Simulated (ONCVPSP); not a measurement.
**bromine (Br), ONCV: configuration errors across variants**

ONCVPSP 4.0.1 input, shortened (lines: element, Z, core and valence counts, functional; n l f; lmax; l rc ep ncon nbas qcut; lloc lpopt rc5 dvloc0; l nproj debl; icmod fcfact rcfact), PBE, scalar-relativistic:

```
  Br 35.00    5    3        4      upf
    1    0    2.00
    2    0    2.00
    2    1    6.00
    3    0    2.00
    3    1    6.00
    3    2   10.00
    4    0    2.00
    4    1    3.00
    2
    0    1.35    0.00    4    7    4.10
    1    1.70    0.00    4    7    5.00
    2    0.70    0.00    4    9   21.20
    4    5    0.50    0.00
    0    2    1.90
    1    2    2.70
    2    2    0.80
    0    0.00    0.00
```

In the d channel the program set the typed energies aside and used -3.336, 0.250 Ha.

All-electron excitation energies from the reference (eV): (1) 3d10 4s2 4p5 -35.315; (2) 3d10 4s2 4p4 -22.761; (3) 3d10 4s2 4p2 33.983; (4) 3d10 4s1 4p5 -9.756.

A true bound ghost makes a file unfit for plane-wave use even where its test errors are small: the radial tests pick states by their node count and pass the ghost by.

Errors AE − PS in meV (a dash: test not solved or not reliable):

```csv
change,(1),(2),(3),(4),bound ghosts,GHOST(+) flags above zero
base,+5.9,+4.1,-4.1,+1.9,"s, p",s
"local potential polynomial inside 0.50 bohr (lpopt 5, dvloc0 -1.5 Ha)",+6.0,+4.1,-4.0,+2.0,"s, p",s
"local potential polynomial inside 0.50 bohr (lpopt 5, dvloc0 -0.5 Ha)",+5.9,+4.1,-4.1,+2.0,"s, p",s
"local potential polynomial inside 0.50 bohr (lpopt 5, dvloc0 4 Ha)",+5.0,+3.9,-4.2,+1.6,"s, p",s
"local potential polynomial inside 0.50 bohr (lpopt 5, dvloc0 5.5 Ha)",+3.9,+3.6,-4.4,+1.3,"s, p",s
"local potential polynomial inside 0.50 bohr (lpopt 5, dvloc0 7.5 Ha)",–,+1.6,-5.3,-1.0,"s, p",none
"local potential polynomial inside 0.50 bohr (lpopt 5, dvloc0 9.5 Ha)",+11,+5.7,-2.5,+4.7,"s, p",none
```

Q: Give the same row for: local potential polynomial inside 0.50 bohr (lpopt 5, dvloc0 2 Ha).

A: +5.6, +4.0, -4.1, +1.8; bound ghosts: s, p; GHOST(+) flags above zero: s.
